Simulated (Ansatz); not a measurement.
Computed with Ansatz on PBE0-D4/def2-TZVP structures; ΔE is electronic, products minus reactants. CBS: MP2 limit from def2 TZ/QZ plus the TZ coupled-cluster correction, frozen cores. DFT in def2-TZVPP. B3LYP here is the variant with VWN-RPA as its local correlation; programs differ in this. Each species was taken in one conformer, which may not be the lowest.

Reaction (cleavage of the Si–Si bond): `C[SiH2][SiH]1[CH2][AlH]1` + `C#CSS` → `C#CSS[SiH2]C` + `[CH2]1[AlH][SiH2]1`

| level | ΔE (eV) |
| --- | --- |
| PBE-D4 | -0.41 |
| B3LYP | -0.49 |
| SCS-MP2/def2-QZVPP | -0.59 |
| CCSD/CBS(def2) | -0.53 |

**Question.** What does CCSD(T)/CBS give? (Estimate.)

**Answer.** Ansatz gave: -0.52 eV. The listed levels differ from it by 0.11, 0.03, -0.07, -0.01 eV.

Largest T1 diagnostic among the species: 0.014.

From PBE to PBE0 (25 % exact exchange), in def2-TZVPP and without D4, ΔE moves by −0.04 eV.
